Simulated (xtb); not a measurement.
C2H4F2, SMILES FCCF. All values are semi-empirical tight-binding results from xtb (GFN2-xTB unless named), good for trends rather than for accurate numbers. Geometry optimised at GFN2-xTB. The values are those of a single conformer.

Computed properties:
```yaml
point_group_as_xtb_finds_it: C2
orbital_gap: 13.14 eV
dipole_moment: 3.02 D
zero_point_energy: 36.7 kcal/mol
G − E(el) at 298.15 K (modified RRHO): 19.9 kcal/mol
static polarisability (D4 model): 29.8 bohr³
solvation energy, GFN2-xTB/ALPB(water): -4.1 kcal/mol
solvation energy, GFN2-xTB/ALPB(acetonitrile): -3.1 kcal/mol
```

Computed IR lines (harmonic; lines under 4 % of the strongest left out, lines within 3 cm⁻¹ merged):
ν (cm⁻¹): 91 (m), 454 (m), 869 (m), 910 (s), 1066 (vs), 1085 (vs), 1198 (m), 1237 (m), 1304 (w), 1333 (w), 1416 (w), 2958 (w), 2962 (w), 2965 (s), 2977 (m) (against the strongest line: vs over 80 %, s over 45 %, m over 15 %, w over 4 %, vw less)
